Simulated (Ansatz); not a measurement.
Gas-phase electronic energies from Ansatz, PBE0-D4/def2-TZVP geometries. CCSD(T)/CBS adds triple-zeta CCSD(T) − MP2 to the extrapolated MP2 energy (def2 sets, frozen cores). This one scheme is used for every species. Functionals use def2-TZVPP. One conformer a species, not always the lowest.

Reaction (ligand exchange at a B–C bond): `OBCF` + H₂S → `OBS` + fluoromethane

| species | r2SCAN0 energy (Eh) |
| --- | --- |
| `OBCF` | -240.41725 |
| H₂S | -399.36997 |
| `OBS` | -500.10137 |
| `CF` | -139.71557 |

(1) Work out ΔE.

Largest T1 diagnostic among the species: 0.013.

Answers

(1) ΔE = (-500.10137) + (-139.71557) − (-240.41725) − (-399.36997) = -0.02972 Eh = -18.6 kcal/mol. CCSD(T)/CBS gives -18.0 kcal/mol.

In def2-TZVPP, CCSD(T) changes the Hartree–Fock value by −1.0 kcal/mol (the triples alone add −0.6 kcal/mol) and MP2 by −2.3 kcal/mol. Leaving LDA and LC-ωPBE aside and taking each functional with its dispersion term where it has one, the values, not all of them listed here, spread over 2.3 kcal/mol, from revPBE-D4 to CAM-B3LYP-D4. LDA lies +0.8 kcal/mol from PBE without D4.
